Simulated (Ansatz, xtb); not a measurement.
Ligand exchange: RbBr + LiI → RbI + LiBr

Species: RbBr, singlet; LiI, singlet; RbI, singlet; LiBr, singlet. The partners trade Br for I: Rb–Br and Li–I bonds give way to Rb–I and Li–Br.

Shapes, held fixed at every level: measured bond length; LiBr from PBE0-D4/def2-TZVP. Programs: Ansatz 0.2.0, xtb 6.7.1. Electronic energies: no zero-point or thermal term.

| level | kind | ΔE (kJ/mol) | CPU time (sum over the molecules) |
| --- | --- | --- | --- |
| GFN1-xTB | semi-empirical | +21.8 | 0.16 s |
| HF/3-21G | Hartree–Fock | -31.4 | 3.8 s |
| SVWN5/STO-3G | LDA | -61.6 | 4.6 s |
| PBE/STO-3G | GGA | -59.0 | 7.8 s |
| revPBE/STO-3G | GGA | -59.1 | 7.4 s |
| wB97X/STO-3G | range-separated hybrid | -56.2 | 36 s |
| CCSDT/STO-3G | coupled cluster or CI | -45.9 | 4.3 s |
| PBE0/def2-SVP | global hybrid | -11.7 | 17 s |

PBE0/def2-SVP gives ΔE = -11.7 kJ/mol; the levels span -61.6 to +21.8. They disagree on the sign: 1 of 8 are positive. The median of the levels is -51.1. No measured value is set beside it here. For atoms past krypton def2 sets carry core potentials with scalar relativity. All-electron rows are non-relativistic unless named. Relativity is left out for Br. Outer-core shells of Br, I, Li, Rb are correlated, in sets that cover them unevenly. PBE0/def2-SVP lies outside the range of all other levels here, so it shouldn't be taken on trust. Times are processor times on shared x86 and Arm servers, and rough. Rows in sets without polarisation functions are far from converged.
